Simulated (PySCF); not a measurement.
# Working out the ionisation energy of Al²⁺

Al²⁺ [Ne] 3s1 (2S) → Al³⁺ [Ne] (1S). Computed with PySCF 2.14 in def2-TZVPPD (6s5p4d1f, 48 functions), with no relativity, point nucleus. Frozen: 1s2. Energies in hartree (1 hartree = 27.21139 eV):

```csv
part,Al²⁺ (lower),Al³⁺ (upper)
UHF,-241.024579,-239.994817
MP2 opposite-spin,-0.103353,-0.098653
MP2 same-spin,-0.041704,-0.037519
```

Q: What does Hartree-Fock give?

A: (-239.994817) − (-241.024579) = 1.029762 hartree = 28.021 eV.

Q: What do MP2 and SCS-MP2 (6/5 opposite-spin, 1/3 same-spin) give?

A: The opposite-spin parts differ by 0.128 eV and the same-spin parts by 0.114 eV. MP2: 28.021 + (0.128) + (0.114) = 28.263 eV. SCS-MP2: 28.021 + 1.2 × (0.128) + (0.114)/3 = 28.213 eV.

Measured between the centres of the two terms (NIST): 28.448 eV, so MP2 (valence and next inner shell) is off by -0.185 eV.

What remains against the reference includes basis incompleteness, the frozen core and correlation beyond second order.
